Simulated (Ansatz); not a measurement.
FIn, charge +1, doublet, at a GFN2-xTB geometry (such geometries of metal compounds can be far from the true shape) (a state made from the parent by changing its charge; the spin is typed, not shown lowest) (core potentials on In); Ansatz (a program for electronic structure) with PBE/def2-TZVP.

Ansatz was given this input:
Ansatz 0.2 input:
```yaml
crystal:
  periodic: [false, false, false]
  atoms:
    - {symbol: In, position_ang: [-0.00000000, -0.00000000, -0.35495561]}
    - {symbol: F, position_ang: [0.00000000, 0.00000000, 1.93253608]}
basis:
  gaussian:
    orbitals: def2-TZVP
hamiltonian:
  xc: pbe
total_charge: 1
magnetization: {spin_polarized: true, initial_magnetization: 1}
```

It wrote (shortened):

```
Functional definition: PBE
544 factors; their error is unknown
mean field evaluation 1: about -7853.9106 eV, gradient 9.0e1 eV
mean field evaluation 2: about -7500.7467 eV, gradient 1.9e2 eV
mean field evaluation 4: about -7871.7774 eV, gradient 4.3e1 eV
mean field evaluation 8: about -7879.6910 eV, gradient 1.6e1 eV
mean field evaluation 16: about -7880.8385 eV, gradient 6.2e-3 eV
mean field evaluation 32: about -7879.6501 eV, gradient 4.7e-4 eV
mean field -7880.83846859 eV, -289.6154718966 hartree, gradient 1.7e-5 eV, S^2 0.755249; 4 other end points of the search recorded, 0 dependent functions left out
reference -7880.83850045 eV, -289.6154730672 hartree; 15, 14 occupied and 66, 67 virtual orbitals, 544 factors
Total energy: -7880.83850045 eV, -289.6154730672 hartree
```
